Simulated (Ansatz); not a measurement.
Calculated with Ansatz (gas phase, PBE0-D4/def2-TZVP geometries, no zero-point term in ΔE). CBS: MP2 limit from def2 TZ/QZ plus the TZ coupled-cluster correction, frozen cores. This one scheme is used for every species. DFT in def2-TZVPP. B3LYP here is the variant with VWN-RPA as its local correlation; programs differ in this. One conformer a species, not always the lowest.

Reaction (formal exchange of groups at the Si–N bond): `C=N[SiH](C)Cl` + `[AlH3]` → `C[SiH]([AlH2])Cl` + `C=N`

```csv
level,ΔE (kcal/mol)
B3LYP-D4,15.0
B2PLYP,15.1
PBE0,11.1
MP2/def2-QZVPP,16.8
```

(1) What does CCSD(T)/CBS give? (Best estimate.)

Largest T1 diagnostic among the species: 0.012.

Results:

(1) Computed: +14.1 kcal/mol. The listed levels differ from it by 0.9, 1.0, -3.0, 2.7 kcal/mol.

From PBE to PBE0 (25 % exact exchange), in def2-TZVPP and without D4, ΔE moves by +1.1 kcal/mol. The D4 term adds +1.1 kcal/mol with B3LYP and +0.6 kcal/mol with PBE0; it sums over pairs of atoms, weighted by their polarisabilities, and B3LYP, whose exchange is more repulsive, gets the larger term.
